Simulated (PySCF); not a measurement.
**How methods differ on the excitation energy of Cl**

Cl [Ne] 3s2 3p5 (2P) → Cl [Ne] 3s1 3p6 (2S), as a difference of total energies. Computed with PySCF 2.14 in def2-QZVPPD, with no relativity, point nucleus. Correlated levels: valence: [Ne] frozen. The calculations carry no spin-orbit coupling.

**Question.** Order these methods by the excitation energy they give, lowest first.
A. UHF
B. CCSD (valence)
C. CCSD(T) (valence)
D. SCS-MP2 (valence)

**Answer.** C (10.564 eV), B (11.614 eV), D (12.703 eV), A (15.411 eV).

Errors of the correlated levels include the incompleteness of this basis and the frozen core.

The coupled-cluster amplitudes are large for the upper state (T1 above 0.03 or a double amplitude above 0.15), so a single reference is strained.

For comparison: 10.586 eV (measured; NIST levels, between the centres of gravity of the two terms).
